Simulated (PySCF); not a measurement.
## Dipole moment and polarisability of `C#C[C@]1(F)[SiH2]C=C1C#N`

Compound: C6H4FNSi.
Cartesian coordinates in Å at the GFN2-xTB level; atoms count from 1:
```
atom  x, y, z in Å
C1    -2.1190    1.3903   -1.0590
C2    -1.2877    0.5672   -0.7991
C3    -0.3011   -0.4276   -0.4841
F4    -0.1662   -1.3219   -1.5456
Si5   -0.3534   -1.2903    1.2871
C6     1.2355   -0.2653    1.1922
C7     1.0432    0.1643   -0.0693
C8     1.8400    0.9819   -0.8823
N9     2.4819    1.6483   -1.5615
H10   -2.8445    2.1131   -1.2854
H11   -1.4100   -0.8071    2.1665
H12   -0.2000   -2.7353    1.2035
H13    2.0768   -0.0172    1.8193
```

Level: PBE0/def2-SVPD (PySCF), static field, nuclei fixed, core orbitals frozen in the response. The polarisability tensor in these axes (au):

```
x   100.81   1.50  -3.29
y     1.50  95.60 -24.73
z    -3.29 -24.73  97.38
```

**Question.** What are the eigenvalues, a third of the trace, and Δα (Δα² = ½Σ(αi − αj)² over the three pairs)?

**Answer.** Principal values 71.69, 100.31 and 121.79 au; mean 97.93 au = 14.51 Å³ = 16.15 × 10⁻⁴⁰ C²·m²/J; Δα = 43.53 au (44 % of the mean).

**Question.** What is the dipole moment, and where does it point?

**Answer.** (-2.19, -1.36, 4.27) D, 4.99 D in size, pointing from the negative to the positive side. Measured along this direction, the outermost atoms are N9 at the negative end and H11 at the positive end.

**Question.** Give the eigenvalues of the traceless quadrupole moment Θ = ½Σq(3rr − r²1), origin at the centre of nuclear charge.

**Answer.** -13.73, -1.87, 15.60 D·Å. The values depend on the origin, since the dipole doesn't vanish. The electronic extent ⟨r²⟩ about the same centre is 1264 bohr², a root-mean-square distance of 2.25 Å for the 70 electrons.

**Question.** Refractivity n − 1 of an ideal gas of it at 298.15 K and 1 atm, from the electronic α?

**Answer.** N = p/kT = 2.4615 × 10¹⁹ cm⁻³, so n − 1 = 2π × N × 14.51 × 10⁻²⁴ cm³ = 2244 × 10⁻⁶ at long wavelengths, for an ideal gas.

**Question.** What molar refraction does this α imply?

**Answer.** Lorentz–Lorenz: R = (4π/3)N_A α = 2.5225 cm³/(mol·Å³) × 14.51 Å³ = 36.6 cm³/mol, in the limit of long wavelengths.

**Question.** Rayleigh depolarisation ratio (linearly polarised light, static tensor)?

**Answer.** ρ = 3Δα²/(45ᾱ² + 4Δα²) = 5684.3/(431552 + 7579.1) = 0.0129.

Isolated species at its GFN2-xTB geometry, gas phase.
